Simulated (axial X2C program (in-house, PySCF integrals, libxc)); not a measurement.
**NdSe: the levels of the configuration f2 s1 d(πδ)1**

Computed with an in-house all-electron X2C program for linear molecules (integrals from PySCF): two-component X2C with atomic mean-field Coulomb and Gaunt terms, basis Nd dyall-v3z, Se dyall-v3z (cores contracted in-house). Orbitals come from Hartree–Fock averaged over the configuration Nd f2 s1 d(πδ)1; CI then distributes these electrons over the f, s, d(πδ) shells of Nd.

R = 2.419 Å (near the minimum of the configuration average).

Active spinors (ω > 0):

```
shell    ω  ε (eV)                    character
    f  1/2   -0.63                     97% Nd f
    f  5/2   -0.56                    100% Nd f
    f  3/2   -0.52                     99% Nd f
    f  7/2   -0.22                    100% Nd f
    f  1/2   -0.18                     98% Nd f
    f  5/2   -0.16                    100% Nd f
    f  3/2   -0.15                     99% Nd f
    s  1/2   -3.09  72% Nd s, 17% Nd d, 8% Nd p
d(πδ)  3/2    0.24                     99% Nd d
d(πδ)  5/2    0.35                     99% Nd d
d(πδ)  1/2    0.51  67% Nd d, 19% Nd p, 8% Se p
d(πδ)  3/2    0.63  67% Nd d, 19% Nd p, 8% Se p
```

Lowest levels of this model:

```
Ω  energy (cm⁻¹)     g∥  μ (D)  configuration
3              0   3.11  -6.10      98% f3 s1
4            101   5.56  -6.04      97% f3 s1
2            333   2.06  -6.00      97% f3 s1
0            415   0.00  -6.06      98% f3 s1
1            430   1.41  -6.03      98% f3 s1
5            699   9.30  -6.04      98% f3 s1
4            875   6.33  -6.00      97% f3 s1
3            997   5.53  -6.01      98% f3 s1
2           1102   3.86  -6.02      98% f3 s1
1           1180   1.69  -6.01      98% f3 s1
0           1201   0.00  -6.02      98% f3 s1
6           1974  13.15  -6.04      97% f3 s1
5           2259  10.16  -5.99      97% f3 s1
4           2363   8.32  -6.01      97% f3 s1
3           2458   6.44  -6.02      98% f3 s1
5           2516   8.80  -6.01      97% f3 s1
2           2565   4.24  -6.00      97% f3 s1
4           2602   6.78  -6.10      98% f3 s1
1           2646   2.03  -5.99      97% f3 s1
0           2678   0.00  -5.99      97% f3 s1
3           2954   5.17  -6.01      98% f3 s1
0           3093   0.00  -6.06      98% f3 s1
1           3119   1.88  -6.04      98% f3 s1
2           3130   3.59  -5.99      97% f3 s1
7           3579  16.76  -6.01      97% f3 s1
6           3786  13.78  -6.00      97% f3 s1
5           3931  11.56  -6.01      97% f3 s1
0           4374   0.00  -5.99      97% f3 s1
6           4511  12.57  -6.01      97% f3 s1
0           5395   0.00  -6.05      98% f3 s1
```

g∥ is the magnitude of 2⟨Lz + ge Sz⟩ for the +Ω component. μ is positive if the Se end is positive.

(1) From Ω and g∥ of the lowest level, whose 2⟨Lz + ge Sz⟩ is positive, find ⟨Sz⟩ and ⟨Lz⟩ (ge = 2.0023).

Occupations of the active spinors in the lowest level by ω, shell by shell in order of energy: -7/2: 0.00; -5/2: 0.00 0.00 0.00; -3/2: 0.10 0.04 0.00 0.00; -1/2: 0.74 0.08 0.89 0.00; 1/2: 0.09 0.07 0.10 0.00; 3/2: 0.76 0.07 0.01 0.00; 5/2: 0.84 0.09 0.00; 7/2: 0.10. The leading determinant has weight 0.56 among 846.

This point took 2.5 s on 1 thread of Intel(R) Xeon(R) 6975P-C (Granite Rapids), on a shared host.

There is no dynamic correlation: spin–orbit spacings and, for f shells, spacings inside one term are the most reliable numbers, splittings between terms come out too wide, and energies between configurations are not reliable, so the lowest level need not be the ground state of the molecule. The lowest levels belong to f3 s1, not to the averaged configuration, so orbitals and distance suit them less well. At most 4 roots were kept for each Ω > 0 (twice that for Ω = 0) within 2.2 eV of the lowest, so higher up levels can be missing between those listed; levels with Ω > 0 are doubly degenerate and listed once, Ω = 0 levels singly. Some active spinors are only partly of the character that their shell is named for, so the shell names and counts are nominal. Along the bond the averaged SCF switches between close solutions, so this one may not be the lowest.

## Answers

(1) Ω = ⟨Lz⟩ + ⟨Sz⟩ = 3 and ⟨Lz⟩ + ge⟨Sz⟩ = 1.555, so ⟨Sz⟩ = -1.44 and ⟨Lz⟩ = 4.44.
